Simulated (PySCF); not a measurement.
Al(H)(OMe)2 (C2H7AlO2), SMILES C[O][AlH][O]C.

Geometry: B3LYP-D3(BJ)/def2-SVP. The structure was generated by enumeration; whether it is a known compound was not checked. One conformer was computed; it need not be the lowest.

Vertical ionisation energy (IE) and electron affinity (EA) in eV. Rows of orbital energies are one-electron estimates. Where ΔSCF, EOM or ADC give a negative EA the extra electron is unbound and the value depends on the basis.

```csv
level,IE,EA
"−ε(HOMO), −ε(LUMO), HF/def2-TZVP (PySCF)",11.84,-2.44
"−ε(HOMO), −ε(LUMO), PBE/def2-TZVP (PySCF)",___,___
```

Task: Complete the blanks. (The exact figures need the calculation; the answer reports its results.)

Result: 
- −ε(HOMO), −ε(LUMO), PBE/def2-TZVP (PySCF), IE: 6.35
- −ε(HOMO), −ε(LUMO), PBE/def2-TZVP (PySCF), EA: 0.86
